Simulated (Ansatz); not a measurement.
Two isomers of H8OSi2Sn: A = `O[SiH2][SiH2][SnH3]`, B = `O[SiH2][SnH2][SiH3]`.

Calculated with Ansatz (gas phase, PBE0-D4/def2-TZVP geometries, no zero-point term in ΔE). CCSD(T)/CBS is the MP2 limit (def2-TZVPP, def2-QZVPP) plus CCSD(T) − MP2 in def2-TZVPP, frozen cores. DFT in def2-TZVPP. B3LYP here is the variant with VWN-RPA as its local correlation; programs differ in this. def2 core potentials past Kr. For Sn outer-core shells are correlated without core-valence functions, which leaves a few kJ/mol of doubt a bond. Each species was taken in one conformer, which may not be the lowest.

(1) Which is lower in electronic energy at CCSD(T)/CBS, and by how much? (Best estimate.)

(2) Give E(B) − E(A) in kcal/mol with r2SCAN-D4, PBE-D4, MP2/def2-TZVPP, B3LYP, CCSD/def2-TZVPP, B2PLYP, HF/def2-TZVPP. (An estimate is asked.)

Largest T1 diagnostic: 0.013.

Results:

(1) Ansatz gave: B, by 4.9 kcal/mol.

(2) Ansatz gave: r2SCAN-D4 -3.9, PBE-D4 -3.4, MP2/def2-TZVPP -5.4, B3LYP -5.4, CCSD/def2-TZVPP -4.5, B2PLYP -5.2, HF/def2-TZVPP -5.8. None reverses the order clearly.

The D4 term adds +0.8 kcal/mol with B3LYP and +0.4 kcal/mol with PBE0; it sums over pairs of atoms, weighted by their polarisabilities, and B3LYP, whose exchange is more repulsive, gets the larger term.
